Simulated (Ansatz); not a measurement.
Reaction (substitution at a C–Si bond): `C[SiH2]/N=C/F` + `N=CS` → `CSC=N` + `F/C=N/[SiH3]`

Calculated with Ansatz (gas phase, PBE0-D4/def2-TZVP geometries, no zero-point term in ΔE). CCSD(T)/CBS adds triple-zeta CCSD(T) − MP2 to the extrapolated MP2 energy (def2 sets, frozen cores). This one scheme is used for every species. Double bonds are as drawn, so ΔE can hold a change between cis and trans. Functionals use def2-TZVPP. Each species was taken in one conformer, which may not be the lowest.

```json
{"level": "B2PLYP", "ΔE (kJ/mol)": "41.5"}
{"level": "r2SCAN", "ΔE (kJ/mol)": "42.0"}
{"level": "SCS-MP2/def2-TZVPP", "ΔE (kJ/mol)": "40.6"}
{"level": "CCSD/CBS(def2)", "ΔE (kJ/mol)": "43.2"}
```

(1) What does CCSD(T)/CBS give? (Estimate.)

Largest T1 diagnostic among the species: 0.014.

Answers

(1) Ansatz gave: +41.9 kJ/mol. The listed levels differ from it by -0.4, 0.1, -1.3, 1.3 kJ/mol.
